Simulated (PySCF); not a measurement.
PySCF 2.14 output of an unrestricted PBE0 calculation on a single atom or ion in cc-pVTZ-DK, with the spin-free X2C one-electron Hamiltonian (Gaussian nucleus):

```
SCF conv_tol = 1e-09
number electrons alpha = 11  beta = 9
    C. Adamo and V. Barone.,  J. Chem. Phys. 110, 6158 (1999)
    M. Ernzerhof and G. E. Scuseria.,  J. Chem. Phys. 110, 5029 (1999)
cycle= 1 E= -852.768738910152  delta_E= -0.0041  |g|= 0.00892  |ddm|= 1.31
cycle= 2 E= -852.768762921952  delta_E= -2.4e-05  |g|= 0.00477  |ddm|= 0.06
cycle= 3 E= -852.768768641992  delta_E= -5.72e-06  |g|= 0.000665  |ddm|= 0.0487
cycle= 4 E= -852.768768770685  delta_E= -1.29e-07  |g|= 1.64e-05  |ddm|= 0.00494
cycle= 5 E= -852.768768770853  delta_E= -1.68e-10  |g|= 3.51e-06  |ddm|= 0.000107
converged SCF energy = -852.768768770853  <S^2> = 2.0007195  2S+1 = 3.0004796
```

The run itself started from symmetry-adapted Hartree-Fock orbitals and held the occupation by maximum overlap, on a logarithmic radial grid, so the iterations belong to that start.

Problem. Which element, charge and spin multiplicity is this?

Solution. Ti²⁺ (titanium, charge +2), multiplicity 3; the state was [Ar] 3d2, high-spin 3F determinant.
